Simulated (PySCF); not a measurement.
A structure optimised at ωB97X-D3(BJ)/def2-SVP, used in a PySCF frequency run:

```xyz
11

Al     0.0070     0.3915     0.0000
C      0.0015     2.3460     0.0000
H      1.0388     2.7273     0.0000
H     -0.4926     2.7627     0.8933
H     -0.4926     2.7627    -0.8933
P     -0.1154    -0.7965     1.9868
H      0.8241     0.0290     2.6703
H      0.8303    -1.7910     1.6064
P     -0.1154    -0.7965    -1.9868
H      0.8303    -1.7910    -1.6064
H      0.8241     0.0290    -2.6703
```
Charge 0, spin multiplicity 1.

Task: Write its SMILES, formula and point group.

Result: [CH3][Al]([PH2])[PH2], CH₇AlP₂, Cs

Task: What are its rotational constants (standard atomic weights)?

Result: 3.5188, 1.8669, 1.2498 GHz
